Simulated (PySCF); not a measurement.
**Cobalt: a sound run and one with changed settings**

Sound run: Co²⁺ [Ar] 3d7, Co³⁺ [Ar] 3d6. All numbers are calculated (PySCF 2.14, scalar relativity by spin-free X2C-1e, in x2c-SVPall (5s3p3d1f, 36 functions)). The sound run starts from symmetry-adapted Hartree-Fock orbitals and uses a fine grid where one is needed.

Changed run: radial step 1.2 in ln r (0.13 in the sound run). This setting is unsound on purpose.

```tsv
species	method	sound run (hartree)	changed run (hartree)	converged
Co²⁺	UHF	-1390.81514	-1390.81514	yes
Co²⁺	M06-2X	-1392.08303	-1391.69064	yes
Co²⁺	TPSS	-1392.11099	-1390.36609	yes
Co³⁺	UHF	-1389.65902	-1389.65902	yes
Co³⁺	M06-2X	-1390.84665	-1390.43915	yes
Co³⁺	TPSS	-1390.84522	-1389.03534	yes
```

Ionisation energy of Co²⁺:

| method | sound run (eV) | changed run (eV) |
| --- | --- | --- |
| UHF | 31.460 | 31.460 |
| M06-2X | 33.644 | 34.055 |
| TPSS | 34.443 | 36.212 |

A coarse radial grid mis-integrates the density and the exchange-correlation energy, with errors of either sign; Hartree-Fock needs no grid.

For comparison, NIST gives 33.5 ± 0.06 eV between the lowest levels.
